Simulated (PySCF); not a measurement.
## S⁺ (sulfur, charge +1) across methods

[Ne] 3s1 3p3 4s1, high-spin 6S determinant (an excited configuration). All numbers are calculated (PySCF 2.14, the spin-free X2C one-electron Hamiltonian (Gaussian nucleus), in aug-cc-pCVQZ-DK (10s9p7d5f3g, 134 functions)).

```json
{"method": "UHF", "E (hartree)": "-397.57246", "mean ε 3s α (eV)": "-45.887", "mean ε 3p α (eV)": "-29.791", "mean ε 4s α (eV)": "-9.551", "Σ⟨r²⟩ (bohr²)": "37.35", "⟨S²⟩": "8.750"}
{"method": "r2SCAN", "E (hartree)": "-398.0644", "mean ε 3s α (eV)": "-36.382", "mean ε 3p α (eV)": "-24.187", "mean ε 4s α (eV)": "-7.833", "Σ⟨r²⟩ (bohr²)": "36.81", "⟨S²⟩": "8.750"}
{"method": "PBE0", "E (hartree)": "-397.9401", "mean ε 3s α (eV)": "-37.892", "mean ε 3p α (eV)": "-25.207", "mean ε 4s α (eV)": "-8.309", "Σ⟨r²⟩ (bohr²)": "36.46", "⟨S²⟩": "8.750"}
{"method": "PBE", "E (hartree)": "-397.9056", "mean ε 3s α (eV)": "-35.012", "mean ε 3p α (eV)": "-23.486", "mean ε 4s α (eV)": "-7.796", "Σ⟨r²⟩ (bohr²)": "36.24", "⟨S²⟩": "8.750"}
{"method": "LDA", "E (hartree)": "-396.6722", "mean ε 3s α (eV)": "-34.810", "mean ε 3p α (eV)": "-23.424", "mean ε 4s α (eV)": "-7.977", "Σ⟨r²⟩ (bohr²)": "36.03", "⟨S²⟩": "8.750"}
```

The outer electron is Rydberg-like, and this basis confines it to a smaller radius and binds it less than a complete one would.
